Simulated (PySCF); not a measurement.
# Sr (strontium, neutral) across methods

[Kr] 5p2, high-spin 3P determinant (an excited configuration). Calculation: PySCF 2.14, in x2c-TZVPPall (8s6p6d2f1g, 79 functions); the spin-free X2C one-electron Hamiltonian (Gaussian nucleus). The B2PLYP total includes its PT2 part (frozen core); its orbital energies are those of the SCF part.

| method | E (hartree) | mean ε 4p α (eV) | mean ε 4p β (eV) | mean ε 5p α (eV) | Σ⟨r²⟩ (bohr²) | ⟨S²⟩ |
| --- | --- | --- | --- | --- | --- | --- |
| UHF | -3177.17653 | -32.328 | -32.156 | -3.737 | 100.2 | 2.000 |
| BLYP | -3179.18 | -24.875 | -24.811 | -2.295 | 91.78 | 2.000 |
| PBE | -3178.71 | -25.109 | -25.010 | -2.533 | 91.74 | 2.000 |
| B2PLYP | -3178.59 | -29.044 | -28.920 | -3.102 | 95.47 | 2.000 |
| r2SCAN | -3179.07 | -25.901 | -25.844 | -2.570 | 93.74 | 2.000 |
| B3LYP | -3179.13 | -26.702 | -26.615 | -2.749 | 92.62 | 2.000 |
| LDA | -3174.92 | -25.250 | -25.149 | -2.525 | 91.62 | 2.000 |
| BHandHLYP | -3179.08 | -29.010 | -28.896 | -3.072 | 94.50 | 2.000 |
| PBE0 | -3178.78 | -27.196 | -27.079 | -2.930 | 93.24 | 2.000 |
